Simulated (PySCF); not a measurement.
From one molecule to another.

First species: CH7FSi2.
Bonds: F1–C2, C2–Si3, Si3–Si4. Hydrogens: H5, H6 on C2; H7, H8 on Si3; H9, H10, H11 on Si4.

Second species: C5H11NOSi2.
SMILES: `N[Si@H](C[SiH3])c1ccco1`

Levels: CAM-B3LYP/def2-SVPD for dipole moment, HOMO energy, LUMO energy, HOMO–LUMO gap, static isotropic polarisability and electronic spatial extent ⟨r²⟩ about the centre of nuclear charge; TDDFT CAM-B3LYP/def2-SVPD for lowest singlet excitation; TDA CAM-B3LYP/def2-SVPD for lowest triplet excitation (Tamm–Dancoff); ΔSCF CAM-B3LYP/def2-SVPD for vertical ionisation energy; PBE0-D3(BJ)/def2-SVP for rotational constant A and rotational constant C. Geometries: PBE0-D3(BJ)/def2-SVP. Each structure is a single optimised conformer of the isolated species, non-relativistic unless stated; the electronic structure was computed with PySCF and density fitting.

Dipoles, sizes and rotational constants follow the conformer. The torsions of the flexible species, by atom-mapped SMILES:
- `[F:1][CH2:2][SiH2:3][SiH3:4]`: F1–C2–Si3–Si4 48°
- `[NH2:1][Si@H:2]([CH2:3][SiH3:4])[c:5]1[cH:6][cH:7][cH:8][o:9]1`: N1–Si2–C3–Si4 -162°, N1–Si2–C5–C6 21°, H–N1–Si2–C3 -39°, H–N1–Si2–C3 -178°

(1) Which has the higher ⟨r²⟩?

(2) Which has the higher static isotropic polarisability?

(3) Which of the two has the higher dipole moment, and by how much?

(4) Which of the two has the higher rotational constant A, and by how much?

(5) Which has the higher vertical ionisation energy?

(6) Which of the two has the higher rotational constant C, and by how much?

(7) Which has the higher T1 energy?

(8) Which of the two has the higher LUMO energy, and by how much?

## Answers

(1) The second: 1888 bohr² against 660 bohr², a difference of 1228 bohr².

(2) The second: 119.9 au against 73.1 au, a difference of 46.8 au.

(3) The second: 1.73 D against 1.62 D, a difference of 0.11 D.

(4) The first: 6.091 GHz against 1.468 GHz, a difference of 4.623 GHz.

(5) The first: 10.38 eV against 8.53 eV, a difference of 1.85 eV.

(6) The first: 1.904 GHz against 0.626 GHz, a difference of 1.278 GHz.

(7) The first: 6.39 eV against 3.85 eV, a difference of 2.54 eV.

(8) The first: 0.89 eV against 0.84 eV, a difference of 0.05 eV.

On the first: A dipole of 1.62 D is allowed in C1, and pure rotational transitions are dipole-allowed. The principal polarisabilities are 64.9, 70.1 and 84.3 au; their mean is the isotropic value.

On the second: The ΔSCF ionisation energy exceeds −ε(HOMO) by 0.65 eV with CAM-B3LYP. The polarisability is 17.76 Å³ as a volume (1 au = 0.148185 Å³), or 1.43 au for each of the 84 electrons.
